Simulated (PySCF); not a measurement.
# Field gradients at the hydrogen positions

Compound: C9H9P.
SMILES with atom numbers: `[CH:1]#[C:2][c:3]1[p:4][cH:5][c:6]([CH3:7])[cH:8][c:9]1[CH3:10]` (hydrogens: H11 on C1; H12 on C5; H13, H14, H15 on C7; H16 on C8; H17, H18, H19 on C10)

Structure used (GFN2-xTB), in Å, numbered top down from 1:
```xyz
19
C9H9P angstrom
C     -3.326    1.826    1.140
C     -2.243    1.332    0.973
C     -0.966    0.756    0.787
P      0.166    0.968    2.105
C      1.540    0.137    1.462
C      1.615   -0.490    0.233
C      2.885   -1.188   -0.160
C      0.537   -0.512   -0.648
C     -0.694    0.074   -0.403
C     -1.777   -0.017   -1.438
H     -4.270    2.257    1.288
H      2.416    0.117    2.099
H      2.821   -2.245    0.103
H      3.052   -1.117   -1.233
H      3.741   -0.763    0.360
H      0.672   -1.023   -1.593
H     -1.434   -0.564   -2.313
H     -2.652   -0.521   -1.027
H     -2.092    0.980   -1.744
```

Level: PBE0/pcSseg-1 (PySCF, non-relativistic); Q(2H) = 0.00286 b; rigid geometry, the same for H and D, with no vibrational averaging.

Task: Rank these positions by the coupling χzz of a deuteron there, largest first.
A. H11 (alkyne hydrogen)
B. H12 (aromatic hydrogen)
C. H15 (methyl hydrogen)

Result: A (267 kHz), B (216 kHz), C (210 kHz).

Task: Tabulate Vzz, the asymmetry η and χzz = 234.96 MHz × Q × Vzz for every hydrogen position.

Result: 
```tsv
atom	bonded to	bond length (Å)	Vzz (au)	η	χzz (kHz)
H11	C1	1.049	0.3976	0.00	267
H12	C5	1.084	0.3216	0.08	216
H13	C7	1.091	0.3087	0.02	207
H14	C7	1.088	0.3125	0.03	210
H15	C7	1.088	0.3127	0.04	210
H16	C8	1.082	0.3197	0.09	215
H17	C10	1.088	0.3135	0.04	211
H18	C10	1.090	0.3084	0.03	207
H19	C10	1.090	0.3083	0.03	207
```

Task: How does χzz go with the bond length over the 9 C–H bonds?

Result: A straight-line fit has a slope of -14.5 kHz for each 0.01 Å, with a correlation coefficient of -1.00, over lengths from 1.049 to 1.091 Å. The longer bonds have the smaller couplings here.

Task: Give the 2H NMR doublet splittings at H17 for a magnetic field along the z, y and x axes of the gradient: 3χ/2, 3χ(1 + η)/4, 3χ(1 − η)/4.

Result: With |χ| = 210.6 kHz and η = 0.041: 316, 164 and 152 kHz, to first order and without motion.

Geometry: GFN2-xTB; no solvent, vibrations or thermal averaging. GFN2-xTB bond lengths can be off by several hundredths of an ångström, more for odd bonds, and the gradients follow them. With so small a basis the couplings can be 20 % off.
